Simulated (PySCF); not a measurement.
## PbI from Hartree–Fock to correlated methods

State: ²Π (doublet), unpaired electrons π ↑. Set-up: Pb cc-pVDZ-PP with ECP60, I cc-pVDZ-PP with ECP28; scalar-relativistic core potentials (PySCF 2.14). De refers to Pb + I in their high-spin ground configurations, without counterpoise correction. The functionals are run spin-unrestricted. A positive dipole means Pb(−)I(+).

| Level | Re (Å) | ωe (cm⁻¹) | De (eV) | μ (D) | CPU s a point (SCF and correlation, without the integrals) |
| --- | --- | --- | --- | --- | --- |
| UHF | 2.875 | 158 | 1.71 | -4.56 | 0.091 |
| UHF-MP2 | 2.838 | 168 | 2.59 | n/a | 0.17 |
| UHF-SCS-MP2 | 2.851 | 164 | 2.49 | n/a | n/a |
| UHF-CCSD | 2.854 | 164 | 2.42 | n/a | n/a |
| UHF-CCSD(T) | 2.854 | 163 | 2.51 | n/a | 6.7 |
| LDA | 2.790 | 173 | 3.64 | -2.53 | 0.35 |
| PBE | 2.845 | 161 | 3.12 | -2.98 | 0.65 |
| BLYP | 2.883 | 154 | 2.98 | -2.99 | 0.47 |
| r²SCAN | 2.832 | 165 | 2.99 | -3.27 | 0.86 |
| PBE0 | 2.825 | 166 | 2.94 | -3.39 | 1.3 |
| MN15 | 2.813 | 168 | 2.85 | -3.21 | 0.92 |
| ωB97X | 2.820 | 169 | 3.02 | -3.58 | 0.8 |

The bond length runs from 2.790 Å (LDA) to 2.883 Å (BLYP). De spans 1.71 eV (UHF, mean field) to 3.64 eV (LDA, local density). Correlation at CCSD(T) changes the Hartree–Fock bond energy by +0.80 eV; the triples alone change it by +0.09 eV.

Correlated steps freeze 8 core orbitals. Correlated levels converge slowly with the basis: in double zeta they bind strong bonds too weakly, by up to about 1 eV, and carry superposition errors of some tenths. Spin–orbit coupling is left out, which matters for elements this heavy, above all for dissociation energies. Counting both spins, an empty level lies below a filled one in some of these solutions, because spin and occupation are held. The state is the lowest determinant that a PBE0 search found; another state may lie lower at other levels.

The whole job (state search and all levels along the bond) took about 2.3 min on 1 thread of Arm Neoverse V2 (shared host), peak memory 0.51 GiB.
